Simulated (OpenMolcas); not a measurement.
# Os+: effect of the IPEA shift

```json
{
 "Program": "OpenMolcas",
 "Basis": "ANO-RCC-VTZP [8s7p5d3f2g1h]",
 "Scalar Hamiltonian": "DKH2, point nucleus",
 "Active space": "7 electrons in 11 orbitals (5d 6s 6d)",
 "State averaging": "2S+1 = 6 even, 6 roots; 2S+1 = 4 even, 35 roots kept (CI in the orbitals of an earlier block); 2S+1 = 2 even, 14 roots kept (CI in the orbitals of an earlier block)",
 "Spin-orbit coupling": "state interaction with AMFI integrals over the reference wave functions, term energies averaged over their components"
}
```

Methods on the same reference wave functions:
A. CASSCF
B. SS-CASPT2, IPEA 0 Eh, imaginary shift 0.1 Eh (closed shells correlated: 5s 5p)
C. SS-CASPT2, IPEA 0.25 Eh, imaginary shift 0.1 Eh (closed shells correlated: 5s 5p)

Energies in cm-1 above 5d6 6s 6D 9/2, the measured ground level; measured values from NIST Handbook of Basic Atomic Spectroscopic Data.

| Level | A | B | C | Measured |
| --- | --- | --- | --- | --- |
| 5d6 6s 6D 9/2 | 0.0 | 0.0 | 0.0 | 0.0 |
| 5d6 6s 6D 7/2 | 3247 | 3250 | 3260 | 3593 |
| 5d6 6s 6D 5/2 [65 %] | 4757 | 4210 | 4380 | 3929 |
| 5d6 6s 6D 3/2 | 6014 | 5740 | 5840 | 5592 |
| 5d6 6s 6D 1/2 | 6711 | 6450 | 6550 | 6637 |
| 5d7 4F 9/2 | 9538 | 9230 | 9160 |  |
| 5d7 4F 7/2 [70 %] | 12930 | 12310 | 12340 |  |
| 5d7 4F 5/2 [58 %] | 14230 | 14070 | 14220 |  |
| 5d6 6s 4P 3/2 [62 %] | 17049 | 15230 | 15680 |  |

Deviations, from unrounded energies. A percentage is the sum of absolute deviations over the sum of measured energies, with the sign that they share, or ± where signs differ.

```json
{"Against measurement": "mean absolute deviation (cm-1)", "Levels": "4", "A": "420", "B": "240", "C": "280"}
{"Against measurement": "fine structure of the ground term (%)", "Levels": "4", "A": "±8.5", "B": "±4.8", "C": "±5.7"}
```

B lies closest to measurement on these levels and A furthest from it. The largest miss of B in the table is 5d6 6s 6D 7/2, by -340 cm-1. The ranking rests on the paired levels alone, and a cruder setting can come out closer through cancelling errors.

Between B and C the level of the table that moves most is 5d6 6s 4P 3/2 [62 %], by 460 cm-1 (lowest in B, highest in C). Moves below CASPT2's spread within the term are not significant.

The mean deviations of B to C differ by less than CASPT2's widest spread within a term (550 cm-1), so their order carries little weight.

The lowest spin-free term lies below A's lowest term by 0.384 hartree in B, 0.374 hartree in C.

CASPT2 does not keep the components of a term degenerate, so their means are used; among the terms shown or strongly mixed into the levels shown the widest spread is 550 cm-1 (5d7 4F, B). Terms from blocks run as CI alone lack orbitals of their own. Active for correlation alone: 6d; no level in the range computed is led by a configuration that fills it, so any true level of that kind is missing. Without dynamic correlation excited terms often stand tens of per cent too high (terms of higher spin than the ground term too low), and those without a measured partner can miss by more than the paired ones (holds for A). The CASPT2 spread within a term exceeds the gap to the next term for 5d7 4F and 5d6 6s 4P, so the order of their levels is uncertain, and so are names and mixing where such terms share a J (holds for C). Measured partners are found by configuration, term and J. A level has none where our copy of the source lacks it or the pairing is in doubt (some pairs that miss far off the trend of their configuration count as doubtful), and it then counts in no deviation. Levels of configurations outside the active space are missing. The table leaves out levels that lie high or whose names do not pair safely across all columns.

A share in square brackets marks a mixed level and gives the weight of the term that names it, the lowest over the columns.
